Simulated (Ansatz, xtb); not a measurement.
## A geometry optimisation of C2H5AlBBr with r2SCAN-D4/def2-SVP

The starting geometry of this gas-phase singlet was built from a drawn formula by distance geometry and a force field; its bonds are those of `C=[C]([AlH2])BBr`.

```xyz
10

C     0.2084   -1.9765   -0.0286
C    -0.3760   -0.8047    0.2967
Al    0.0137    0.8525   -0.6935
B    -1.3237   -0.7438    1.5188
Br   -1.8840   -2.3422    2.6016
H     0.9063   -2.0000   -0.8931
H     0.0073   -2.8764    0.4936
H    -0.6774    2.2002   -0.2710
H     0.9965    0.8257   -1.9884
H    -1.8434    0.2998    1.8033
```

Question: Where would you expect an optimisation with r2SCAN-D4/def2-SVP to take it?

Answer: It keeps its bonds, and is `C=[C]([AlH2])BBr`.

The energy falls by 0.17 eV over 22 steps:

| step | E − E(last) (eV) |
| --- | --- |
| 1 | 0.169 |
| 3 | 0.038 |
| 6 | 0.013 |
| 8 | 0.012 |
| 10 | 0.012 |
| 13 | 0.005 |
| 15 | 0.002 |
| 17 | 0.000 |
| 20 | 0.000 |
| 22 | 0.000 |

Final geometry (Å):

| atom | x (Å) | y (Å) | z (Å) |
| --- | --- | --- | --- |
| C | 0.3112 | -1.8890 | 0.0139 |
| C | -0.4022 | -0.7786 | 0.3386 |
| Al | -0.0873 | 0.8127 | -0.7659 |
| B | -1.3249 | -0.7450 | 1.5718 |
| Br | -2.3493 | -2.2903 | 2.0960 |
| H | 0.9953 | -1.9258 | -0.8470 |
| H | 0.2599 | -2.8131 | 0.6114 |
| H | -0.6977 | 2.2266 | -0.3791 |
| H | 0.8061 | 0.6083 | -2.0662 |
| H | -1.4833 | 0.2287 | 2.2661 |

From the same start GFN2-xTB ends elsewhere, differing in Al3–Br5 (2.47 against 4.79 Å here).

The end wasn't checked by frequencies. Run with Ansatz 0.2.0, 86 s on 2 threads of Arm Neoverse V1, with other jobs on the host.
